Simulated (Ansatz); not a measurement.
Abridged output of a molecular run in Ansatz:

```
Functional definition: HF
1010 factors; integrals over basis functions are off by at most 1.5e-3 eV
mean field evaluation 1: about -16854.2284 eV, gradient 4.3e1 eV
mean field evaluation 2: about -16854.2342 eV, gradient 4.3e1 eV
mean field evaluation 4: about -16858.2970 eV, gradient 5.1e0 eV
mean field evaluation 8: about -16858.3768 eV, gradient 3.6e-1 eV
mean field evaluation 16: about -16858.2900 eV, gradient 5.1e0 eV
mean field -16858.37728607 eV, -619.5339382446 hartree, gradient 2.1e-6 eV, S^2 0.000000; 0 other end points of the search recorded, 0 dependent functions left out
10 core orbitals not correlated: weight in the atoms' cores, before any rotation towards them, 1.000 or more for the frozen orbitals, at most 0.000 for the correlated occupied ones
reference -16858.37728607 eV, -619.5339382446 hartree; 17, 17 occupied and 76, 76 virtual orbitals, 1010 factors
second order -23.82740723 eV of doubles, -0.00000000 eV of singles
cycle   1  -23.80946773 eV  change    1.8e-2 eV  update   1.2e-1
cycle   2  -24.41084456 eV  change   -6.0e-1 eV  update   3.4e-2
cycle   3  -24.56141007 eV  change   -1.5e-1 eV  update   1.6e-2
cycle   4  -24.56154415 eV  change   -1.3e-4 eV  update   4.2e-3
cycle   5  -24.56350855 eV  change   -2.0e-3 eV  update   1.8e-3
cycle   6  -24.56473184 eV  change   -1.2e-3 eV  update   5.1e-4
cycle   7  -24.56475888 eV  change   -2.7e-5 eV  update   1.8e-4
cycle   8  -24.56478507 eV  change   -2.6e-5 eV  update   4.4e-5
cycle   9  -24.56480003 eV  change   -1.5e-5 eV  update   1.5e-5
perturbative correction -0.66679793 eV, -0.0245043718 hartree
Total energy: -16883.60888403 eV, -620.4611823670 hartree
```

Its atoms:

```xyz
9

C    -0.196   -1.017    0.719
Si    0.503    0.487   -0.046
F     0.674    1.658    0.999
F     1.914    0.216   -0.701
C    -0.577    1.144   -1.391
N    -1.290    1.506   -2.218
H    -1.175   -0.804    1.155
H    -0.315   -1.805   -0.027
H     0.463   -1.384    1.509
```

(1) Which basis set was used?
A. def2-SVP
B. def2-TZVPPD
C. cc-pV(Q+d)Z
D. cc-pV(T+d)Z

(2) Write the keys of the input that set method, charge and spin (a neutral closed shell needs none for the last two).

## Answers

(1) A. It gives 103 functions.

(2) 
```yaml
correlation: {method: ccsd_t}
```
